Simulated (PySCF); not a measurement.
## Stretching MgHg

Set-up: PySCF, scalar-relativistic core potentials, basis sets Mg def2-SVPD, Hg def2-SVPD with ECP60. Energies in eV from Mg + Hg in their ground configurations at the same level. All curves are PBE0. state 1: ¹Σ⁺ (singlet), closed shell; state 2: triplet, unpaired electrons σ ↑, π ↑, a second solution, started from another occupation.

```
R (Å)  state 1  state 2
3.058  -0.0093   2.0299
3.200  -0.0413   2.0981
3.343  -0.0570   2.1652
3.449  -0.0619   2.2119
3.556  -0.0631   2.2544
3.663  -0.0617   2.2922
3.805  -0.0575   2.3354
3.983  -0.0505   2.3786
4.196  -0.0415   2.4169
4.481  -0.0307   2.4503
```

Put a parabola through the three lowest points of the state 1 curve and estimate Re, k and ωe (reduced mass 21.44 u; 1 eV/Å² = 0.16022 mdyn/Å; ωe = 1302.8·√(k/μ) cm⁻¹).

Through R = 3.449, 3.556, 3.663 Å the second-order coefficient is 0.114 eV/Å², so Re ≈ 3.552 Å, k ≈ 0.0364 mdyn/Å and ωe ≈ 54 cm⁻¹. A polynomial fit of higher order to the unrounded PBE0 energies gives Re = 3.544 Å, k = 0.0366 mdyn/Å, ωe = 53.8 cm⁻¹; anharmonicity and rounding make the difference.

The higher-order fit for each curve: state 1: Re = 3.544 Å, ωe = 53.8 cm⁻¹, De = 0.063 eV. State 2 gave no clean fit.

Closed-shell solutions of metal pairs were not tested for spin polarisation, which can lower them a little. The bond is weak. Basis-set superposition, not corrected here, can be much of De in a small basis, most of all at correlated wavefunction levels. Functionals without a dispersion term scatter widely for such bonds, and LDA overbinds them. Spin–orbit coupling is left out.
